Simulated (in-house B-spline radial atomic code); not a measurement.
RPA and G0W0 for N³⁺, [He] 2s2, as one setting changes: the share of exact exchange in the PBE hybrid start. A dash marks a level of low quasi-particle weight. Computed with a B-spline radial code for spherical atoms: all electrons, non-relativistic, point nucleus, each spin shell either full or empty, empty states to l = 9 with an (l + 1/2)⁻⁴ tail; G0W0 by contour deformation at full frequency.

| share of exact exchange in the PBE hybrid start | mean-field level (eV) | G0W0 level (eV) | RPA correlation (Eh) |
| --- | --- | --- | --- |
| 0 | -68.08 | 2s -77.45 | -0.25207 |
| 0.1 | -68.91 | 2s -77.41 | -0.2398 |
| 0.2 | -69.73 | 2s -77.38 | -0.22951 |
| 0.3 | ? | ? | ? |
| 0.4 | -71.38 | 2s -77.29 | -0.21306 |
| 0.5 | -72.20 | 2s -77.25 | -0.20632 |
| 0.6 | -73.02 | 2s -77.21 | -0.20031 |
| 0.7 | -73.84 | 2s -77.18 | -0.19491 |
| 0.8 | -74.66 | 2s -77.14 | -0.19001 |
| 0.9 | ? | ? | ? |
| 1 | -76.31 | 2s -77.07 | -0.18142 |

Task: What belongs in the row for 0.9?

Result: mean-field level (eV): -75.49; G0W0 level (eV): 2s -77.10; RPA correlation (Eh): -0.18553.

Task: What belongs in the row for 0.3?

Result: mean-field level (eV): -70.55; G0W0 level (eV): 2s -77.34; RPA correlation (Eh): -0.22071.
